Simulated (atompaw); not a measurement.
# Cutoff test, phosphorus, PAW (atompaw)

| Property | Result |
| --- | --- |
| Element | phosphorus (P) |
| Generator | atompaw 4.2.0.5 |
| Type | PAW |
| Functional | PBE |
| Relativity | scalar-relativistic |
| Frozen core | [Ne] |
| Valence charge | 5 |
| Reference configuration | 3s2 3p1 (charge +2) |
| Partial waves | 3s (bound): rc 1.80 bohr; 3s channel at -1.2 Ry: rc 1.45 bohr; 3p (bound): rc 1.80 bohr; 3p channel at -1.4 Ry: rc 1.80 bohr |
| Local potential | bessel scheme, radius 1.20 bohr |
| Core correction | smooth core density matched at 0.90 bohr |
| Augmentation charge | sinc compensation charge, radius 1.45 bohr; PAW radius 1.80 bohr; waves and projectors: custom rrkj vanderbiltortho |

The pseudo-atom Hamiltonian at the reference potential is diagonalised in spherical Bessel functions j_l(qr) that vanish at 20 bohr, with q² up to the cutoff. All-electron valence levels (Ry): 3s -2.4957, 3p -1.7842.

Q: How do the lowest levels (Ry) of each channel move with the cutoff, and are there ghosts?

A:

```
cutoff (Ry)     s #1     s #2     p #1     p #2     d #1     f #1     f #2  Σ f·Δε (mRy)
          8  -2.4953  -0.7659  -1.7569  -0.6012  -0.7796  -0.2915  -0.1666          28.4
         10  -2.4954  -0.7771  -1.7719  -0.6061  -0.7919  -0.2918  -0.1668          13.1
         12  -2.4955  -0.7854  -1.7787  -0.6083  -0.7991  -0.2919  -0.1669           6.3
         15  -2.4955  -0.7906  -1.7824  -0.6093  -0.8031  -0.2920  -0.1669           2.5
         18  -2.4956  -0.7940  -1.7834  -0.6095  -0.8059  -0.2920  -0.1669           1.3
         21  -2.4957  -0.7946  -1.7839  -0.6095  -0.8066  -0.2920  -0.1670           0.6
         25  -2.4957  -0.7947  -1.7841  -0.6096  -0.8070  -0.2920  -0.1670           0.2
         30  -2.4958  -0.7947  -1.7842  -0.6096  -0.8072  -0.2920  -0.1670           0.1
        400  -2.4958  -0.7949  -1.7842  -0.6096  -0.8072  -0.2920  -0.1670           0.0
```

Result: no extra level below or beside the all-electron valence levels (s, p, d, f tested); 10 mRy is reached at 12 Ry and 1 mRy at 21 Ry.
